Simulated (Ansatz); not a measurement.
Ansatz (a program for electronic structure) input (CCSD(T)/aug-cc-pVDZ):

Ansatz 0.2 input:
```yaml
crystal:
  periodic: [false, false, false]
  atoms:
    - {symbol: C, position_ang: [1.58555176, -0.92976279, -0.87745265]}
    - {symbol: C, position_ang: [0.81254550, -0.37660665, 0.32243476]}
    - {symbol: C, position_ang: [1.60257645, 0.76582863, 0.96416040]}
    - {symbol: C, position_ang: [-0.66328984, -0.01297396, -0.03507817]}
    - {symbol: C, position_ang: [-1.37698671, -1.24964342, -0.48034242]}
    - {symbol: C, position_ang: [-0.74867609, 1.05676774, -1.13515392]}
    - {symbol: C, position_ang: [-1.39165750, 0.52159397, 1.22286468]}
    - {symbol: H, position_ang: [1.03304574, -1.72477827, -1.38008430]}
    - {symbol: H, position_ang: [1.79039895, -0.14773419, -1.61163917]}
    - {symbol: H, position_ang: [2.54724899, -1.33492764, -0.55683850]}
    - {symbol: H, position_ang: [0.74056328, -1.18016729, 1.06525873]}
    - {symbol: H, position_ang: [1.15224167, 1.11471353, 1.89283158]}
    - {symbol: H, position_ang: [1.69082115, 1.61950732, 0.28874411]}
    - {symbol: H, position_ang: [2.61585627, 0.43232932, 1.19701253]}
    - {symbol: H, position_ang: [-2.21697518, -1.18924393, -1.15987781]}
    - {symbol: H, position_ang: [-1.19138786, -2.19662732, 0.01086160]}
    - {symbol: H, position_ang: [-0.29950029, 0.71268726, -2.06663553]}
    - {symbol: H, position_ang: [-1.79350942, 1.29832067, -1.34056273]}
    - {symbol: H, position_ang: [-0.25090427, 1.97951317, -0.83429710]}
    - {symbol: H, position_ang: [-2.45535073, 0.65025376, 1.01761607]}
    - {symbol: H, position_ang: [-0.99206439, 1.48944178, 1.53114182]}
    - {symbol: H, position_ang: [-1.29086531, -0.17450954, 2.05787240]}
basis:
  gaussian:
    orbitals: aug-cc-pVDZ
magnetization: {spin_polarized: true, initial_magnetization: 1}
correlation: {method: ccsd_t, electrons: outside_noble_gas}
output: {forces: true}
```

Output:

```
Functional definition: HF
integrals: 5.33 GiB planned
2925 factors; integrals over basis functions are off by at most 6.0e-4 eV
1.93 GiB of device memory are held for the factors and their scratch space
mean field: 2.73 GiB planned
mean field evaluation 1: about -7442.0779 eV, gradient 3.7e1 eV
mean field evaluation 2: about -7442.0841 eV, gradient 3.7e1 eV
mean field evaluation 4: about -7450.1116 eV, gradient 4.5e0 eV
mean field evaluation 8: about -7450.2772 eV, gradient 1.9e-1 eV
mean field evaluation 16: about -7450.2547 eV, gradient 1.2e0 eV
mean field -7450.27796459 eV, -273.7926652190 hartree, gradient 2.3e-6 eV, S^2 0.762916; 0 other end points of the search recorded, 0 dependent functions left out
7 core orbitals not correlated
reference -7450.27796459 eV, -273.7926652190 hartree; 22, 21 occupied and 267, 268 virtual orbitals, 2925 factors
densities: 59.73 GiB planned
second order -28.24118000 eV of doubles, -0.00000000 eV of singles
coupled cluster: 38.38 GiB planned
cycle   1  -29.91358962 eV  change    -1.7e0 eV  update   1.1e-1
cycle   2  -30.69235031 eV  change   -7.8e-1 eV  update   3.2e-2
cycle   3  -30.83081282 eV  change   -1.4e-1 eV  update   1.4e-2
cycle   4  -30.83239363 eV  change   -1.6e-3 eV  update   4.5e-3
cycle   5  -30.83250420 eV  change   -1.1e-4 eV  update   2.0e-3
cycle   6  -30.83254812 eV  change   -4.4e-5 eV  update   8.1e-4
cycle   7  -30.83250293 eV  change    4.5e-5 eV  update   2.9e-4
cycle   8  -30.83255523 eV  change   -5.2e-5 eV  update   1.2e-4
cycle   9  -30.83253382 eV  change    2.1e-5 eV  update   4.5e-5
cycle  10  -30.83250315 eV  change    3.1e-5 eV  update   1.9e-5
cycle  11  -30.83251367 eV  change   -1.1e-5 eV  update   8.0e-6
cycle  12  -30.83251852 eV  change   -4.8e-6 eV  update   2.7e-6
perturbative correction -1.06286907 eV, -0.0390597179 hartree
the calculation of the forces begins
1.93 GiB of device memory are held for the factors and their scratch space
Total energy: -7482.17335218 eV, -274.9647990933 hartree
Atom 0 at     1.585552    -0.929763    -0.877453 Å, force    -0.076096     0.049575     0.046770 eV/Å
Atom 1 at     0.812546    -0.376607     0.322435 Å, force    -0.163022     0.087088    -0.080038 eV/Å
Atom 2 at     1.602576     0.765829     0.964160 Å, force    -0.095523    -0.035808    -0.055196 eV/Å
Atom 3 at    -0.663290    -0.012974    -0.035078 Å, force     0.223246     0.219539     0.113152 eV/Å
Atom 4 at    -1.376987    -1.249643    -0.480342 Å, force     0.054981    -0.066744    -0.099345 eV/Å
Atom 5 at    -0.748676     1.056768    -1.135154 Å, force     0.049150    -0.110027     0.111194 eV/Å
Atom 6 at    -1.391657     0.521594     1.222865 Å, force     0.133932    -0.043651    -0.144103 eV/Å
Atom 7 at     1.033046    -1.724778    -1.380084 Å, force    -0.248544    -0.367965    -0.224297 eV/Å
Atom 8 at     1.790399    -0.147734    -1.611639 Å, force     0.089580     0.378525    -0.326365 eV/Å
Atom 9 at     2.547249    -1.334928    -0.556839 Å, force     0.431031    -0.184452     0.157134 eV/Å
Atom 10 at     0.740563    -1.180167     1.065259 Å, force    -0.040665    -0.375799     0.344037 eV/Å
Atom 11 at     1.152242     1.114714     1.892832 Å, force    -0.208016     0.148156     0.438291 eV/Å
Atom 12 at     1.690821     1.619507     0.288744 Å, force     0.037791     0.386853    -0.327330 eV/Å
Atom 13 at     2.615856     0.432329     1.197013 Å, force     0.457467    -0.164121     0.104072 eV/Å
Atom 14 at    -2.216975    -1.189244    -1.159878 Å, force    -0.426156     0.026780    -0.334334 eV/Å
Atom 15 at    -1.191388    -2.196627     0.010862 Å, force     0.087342    -0.473886     0.248360 eV/Å
Atom 16 at    -0.299500     0.712687    -2.066636 Å, force     0.207159    -0.173994    -0.443711 eV/Å
Atom 17 at    -1.793509     1.298321    -1.340563 Å, force    -0.491492     0.100242    -0.086059 eV/Å
Atom 18 at    -0.250904     1.979513    -0.834297 Å, force     0.229910     0.431190     0.157499 eV/Å
Atom 19 at    -2.455351     0.650254     1.017616 Å, force    -0.498511     0.054932    -0.114148 eV/Å
Atom 20 at    -0.992064     1.489442     1.531142 Å, force     0.188068     0.453448     0.130880 eV/Å
Atom 21 at    -1.290865    -0.174510     2.057872 Å, force     0.058368    -0.339881     0.383540 eV/Å
Dipole moment:     0.008281     0.027296     0.041678 e Å
```

It need not be the lowest isomer of its formula.
